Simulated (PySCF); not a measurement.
## Mayer bond orders and bond lengths

Compound: BH6OPSi.
SMILES with atom numbers: `[SiH3:1][O:2][BH:3][PH2:4]` (hydrogens: H5, H6, H7 on Si1; H8 on B3; H9, H10 on P4)

Cartesian coordinates in Å at the PBE0-D3(BJ)/def2-SVP level; atoms count from 1:
```
atom  x, y, z in Å
Si1   -1.2966    0.9186   -0.6047
O2    -0.5166   -0.0294    0.5371
B3     0.7189   -0.4910    0.8191
P4     2.2922   -0.1228   -0.2350
H5    -0.3248    1.4183   -1.6210
H6    -2.3417    0.0813   -1.2530
H7    -1.9228    2.0622    0.1114
H8     0.8679   -1.0946    1.8610
H9     1.7632   -0.3201   -1.5431
H10    2.8748   -1.4133   -0.0979
```

Bond orders from the PBE0/pcSseg-1 density (PySCF). Geometry: PBE0-D3(BJ)/def2-SVP, one conformer, isolated molecule.

Question: How far do the computed orders between heavy atoms stray from the drawn ones?

Answer: The largest departure is 0.187, at O2–B3 (drawn single, 1.187). Drawn single, order above 1.12: O2–B3 (1.187). Drawn single, order below 0.88: Si1–O2 (0.859).

Question: Set the Mayer orders of the bonds beside their lengths.

Answer: 
```json
{"bond": "Si1–O2", "drawn as": "single", "length (Å)": "1.677", "Mayer order": "0.859"}
{"bond": "O2–B3", "drawn as": "single", "length (Å)": "1.349", "Mayer order": "1.187"}
{"bond": "B3–P4", "drawn as": "single", "length (Å)": "1.929", "Mayer order": "1.078"}
{"bond": "Si1–H5", "drawn as": "single", "length (Å)": "1.492", "Mayer order": "0.926"}
{"bond": "Si1–H6", "drawn as": "single", "length (Å)": "1.488", "Mayer order": "0.933"}
{"bond": "Si1–H7", "drawn as": "single", "length (Å)": "1.488", "Mayer order": "0.935"}
{"bond": "B3–H8", "drawn as": "single", "length (Å)": "1.213", "Mayer order": "0.941"}
{"bond": "P4–H9", "drawn as": "single", "length (Å)": "1.425", "Mayer order": "0.929"}
{"bond": "P4–H10", "drawn as": "single", "length (Å)": "1.422", "Mayer order": "0.936"}
```

Question: Sum the orders of all bonds at each heavy atom with more than one neighbour and set the sums beside the valence in the SMILES.

Answer: Si1 3.653 (drawn 4), O2 2.046 (drawn 2), B3 3.206 (drawn 3), P4 2.943 (drawn 3). Orders between atoms that aren't bonded are not in these sums.

Mayer orders depend on the basis set.
